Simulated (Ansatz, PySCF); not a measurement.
Ga(H)(F)(Et) (C2H6FGa), SMILES [F][GaH][CH2]C. Atoms are numbered in the order given.

```xyz
10

Ga    -0.3218    -0.4715     0.0000
H     -1.8703    -0.7785     0.0000
F      0.6632    -1.9580     0.0000
C      0.7339     1.1989     0.0000
C     -0.0760     2.4996     0.0000
H      1.4062     1.1339    -0.8834
H      1.4062     1.1339     0.8834
H     -0.7321     2.5821     0.8910
H     -0.7321     2.5821    -0.8910
H      0.5832     3.3935     0.0000
```

The structure is a stationary point at PBE-D3(BJ)/def2-SVP. The structure was generated by enumeration; whether it is a known compound was not checked. Other conformers were not sampled.

Vertical ionisation energy (IE) and electron affinity (EA) in eV. Rows of orbital energies are one-electron estimates. Where ΔSCF, EOM or ADC give a negative EA the extra electron is unbound and the value depends on the basis.

| level | IE | EA |
|---|---|---|
| −ε(HOMO), −ε(LUMO), CAM-B3LYP/def2-TZVP (PySCF) | 9.32 | 0.30 |
| −ε(HOMO), −ε(LUMO), PBE/def2-TZVP (PySCF) | (withheld) | (withheld) |
| ΔSCF, PBE0/def2-SVPD (Ansatz), final states of multiplicity 2 and 2 | 10.15 | -0.40 |
| ΔSCF, PBE/def2-SVPD (Ansatz), final states of multiplicity 2 and 2 | 9.81 | -0.38 |

Q: Complete the blanks. (Estimate from the structure and the level; the computed values follow.)

A: 
- −ε(HOMO), −ε(LUMO), PBE/def2-TZVP (PySCF), IE: 6.69
- −ε(HOMO), −ε(LUMO), PBE/def2-TZVP (PySCF), EA: 1.95

Q: What vertical singlet–triplet gap does ΔSCF give with PBE0/def2-SVPD (Ansatz, a program for electronic structure) and with PBE/def2-SVPD (Ansatz)? (Estimate from the structure and the level; the computed values follow.)

A: 5.00 and 4.67 eV (triplet above singlet where positive).
